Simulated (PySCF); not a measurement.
Cl₃GeHS, SMILES [SH][Ge]([Cl])([Cl])[Cl]. Geometry optimised at PBE-D3(BJ)/def2-SVP. This is a generated structure with no PubChem entry under its InChIKey; it may be hypothetical. The values are those of a single conformer.

Task: Give the equilibrium geometry at PBE-D3(BJ)/def2-SVP (PySCF confirms it by a frequency run) as Cartesian coordinates in Å, and its point group. (Estimate from the structure and the level; the computed values follow.)

Result: This is not unique; one that fits is point group Cs.
```xyz
6

S      0.8663    -2.0479     0.0000
Ge     0.0024    -0.0081     0.0000
Cl     0.5963     1.1366    -1.7342
Cl    -2.1384    -0.2387     0.0000
Cl     0.5963     1.1366     1.7342
H      2.1405    -1.5595     0.0000
```
Charge 0, spin multiplicity 1.
